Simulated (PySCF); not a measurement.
## Molecular orbitals of BeI

PBE0 at R = 2.194 Å; Be aug-cc-pVDZ, I aug-cc-pVDZ-PP with ECP28; scalar-relativistic core potentials (PySCF 2.14). State: ²Σ⁺ (doublet), unpaired electrons σ ↑. Only the outer orbitals are listed, counted within each symmetry, core potentials removing the inner ones.

```
spin  orbital  occ.  ε (eV)  on Be (%)          main shells (%)
   α       5σ     1  -19.48         10                   90 I s
   α       6σ     1  -10.14         35          62 I p, 29 Be s
   α       3π     1   -8.08          7                   93 I p
   α       3π     1   -8.08          7                   93 I p
   α       7σ     1   -6.24         91         57 Be s, 33 Be p
   α       4π     0   -1.54         92                  91 Be p
   α       4π     0   -1.54         92                  91 Be p
   β       5σ     1  -19.40         10                   90 I s
   β       6σ     1   -9.89         31  66 I p, 21 Be s, 9 Be p
   β       3π     1   -8.06          5                   94 I p
   β       3π     1   -8.06          5                   94 I p
   β       7σ     0   -2.35         91         72 Be s, 17 Be p
   β       4π     0   -0.62         94                  95 Be p
   β       4π     0   -0.62         94                  95 Be p
```

Question: Which are the highest filled and the lowest empty level, where do they sit, and how wide is the gap?

Answer: Highest filled α 7σ at -6.24 eV (in %: 57 Be s, 33 Be p); lowest empty β 7σ at -2.35 eV (in %: 72 Be s, 17 Be p); the gap at PBE0 is 3.89 eV.

```json
{"bond order (Mayer)": "1.35", "⟨S²⟩": "0.752", "charge on Be (Mulliken, basis-dependent)": "-0.01", "charge on Be (Löwdin, basis-dependent)": "-0.15", "dipole moment (positive dipole means Be(−)I(+))": "-0.65 D", "polarisability along the bond": "72.2 bohr³", "polarisability across the bond": "55.8 bohr³"}
```

Spin–orbit coupling is left out. The state is the lowest determinant that a PBE0 search found; another state may lie lower at other levels.
